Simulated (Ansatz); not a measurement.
Correlation energies of B₂H₇NSi (`BB(N)[SiH3]`) by basis set

```
atom   x (Å)   y (Å)   z (Å)
  B1   0.812  -1.390  -0.814
  B2  -0.215  -0.169  -0.416
  N3  -1.371   0.314  -1.017
 Si4   0.376   0.781   1.300
  H5   0.698  -2.490  -0.345
  H6   1.813  -1.194  -1.448
  H7  -1.759  -0.071  -1.863
  H8  -1.906   1.085  -0.653
  H9   0.410  -0.136   2.473
 H10  -0.589   1.881   1.610
 H11   1.730   1.389   1.174
```

The species carries charge 0 and has multiplicity 1. The geometry is a stationary point of PBE0-D4/def2-TZVP. It is one conformer, not always the lowest. Frozen core, restricted reference, Ansatz 0.2.0. CBS rows extrapolate triple and quadruple zeta; past MP2 they add the triple-zeta difference.

```tsv
basis	HF (Eh)	MP2 corr.	CCSD corr.	(T)	CCSD(T) total
def2-SVP	-396.64977	-0.44011	-0.50102	-0.01417	-397.16496
def2-TZVPP	-396.87264	-0.54247	-0.59806	-0.02224	-397.49294
def2-QZVPP	-396.88678	-0.57943	–	–	–
CBS(def2)	-396.88873	-0.60681	-0.66240	as TZ	-397.57337
```
